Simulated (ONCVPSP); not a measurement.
## silicon (Si) ONCV: all-electron and pseudo phase curves

```
Element                 : Si
Generator               : ONCVPSP 4.0.1
Type                    : optimised norm-conserving Vanderbilt (ONCV)
Functional              : PBE
Relativity              : scalar-relativistic
Frozen core             : [Ne]
Valence charge          : 4
Reference configuration : 3s2 3p2
Partial waves           : 3s: rc 1.50 bohr, ncon 4, nbas 7, qcut 5.5 1/bohr, 2 projectors, debl 1.5 Ha; 3p: rc 2.15 bohr, ncon 5, nbas 8, qcut 3.2 1/bohr, 1 projector; d scattering state at 0.15 Ha: rc 2.00 bohr, ncon 4, nbas 7, qcut 4.8 1/bohr, 2 projectors, debl 2 Ha
Local potential         : polynomial inside 1.00 bohr (lpopt 5, dvloc0 -1 Ha)
Core correction         : none
```

The phase is arctan(r·R′/R) of the radial function R(r), unwrapped; energies in Ha, scanned from -2 to 5 Ha. A pole is an energy at which the radial function vanishes at the test radius. The pseudo phase is shifted by a multiple of π to meet the all-electron one at the reference energy, and phase errors are pseudo minus all-electron; the curves can meet again beyond the range given. Levels narrower than the energy grid can be missing from the lists of poles.

Question: For each channel, where are the poles, and over which energies does the pseudopotential scatter like the atom?

Answer:

| channel | radius (bohr) | reference energy (Ha) | poles, all-electron | poles, pseudo | unbroken range about the reference energy with phases within 0.05 rad | phase error 1 Ha above the reference energy (rad) |
| --- | --- | --- | --- | --- | --- | --- |
| s | 1.52 | -0.40 | 3.47 | 3.47 | the whole range | -0.000 |
| p | 2.18 | -0.15 | 1.07 | 0.97, 3.44 | below 1.3 | -0.019 |
| d | 2.03 | 0.15 | 1.75 | 1.75, 4.62 | below 3.0 | -0.001 |

Note: ghosts flagged at negative energy: s at -122.2 eV; no localised positive-energy state flagged. A true bound ghost makes a file unfit for plane-wave use.

Phases in the p channel:

| E (Ha) | all-electron | pseudo |
| --- | --- | --- |
| -1.98 | 1.222 | 1.218 |
| -1.62 | 1.155 | 1.150 |
| -1.26 | 1.040 | 1.034 |
| -0.90 | 0.805 | 0.798 |
| -0.54 | 0.209 | 0.202 |
| -0.18 | -0.741 | -0.741 |
| 0.18 | -1.214 | -1.217 |
| 0.54 | -1.414 | -1.424 |
| 0.90 | -1.528 | -1.550 |
| 1.26 | -1.613 | -1.662 |
| 1.62 | -1.694 | -1.828 |
| 1.98 | -1.794 | -2.455 |
| 2.34 | -1.966 | -4.195 |
| 2.70 | -2.407 | -4.525 |
| 3.06 | -3.563 | -4.639 |
| 3.42 | -4.213 | -4.708 |
| 3.78 | -4.426 | -4.767 |
| 4.14 | -4.526 | -4.832 |
| 4.50 | -4.587 | -4.925 |
| 4.86 | -4.629 | -5.108 |
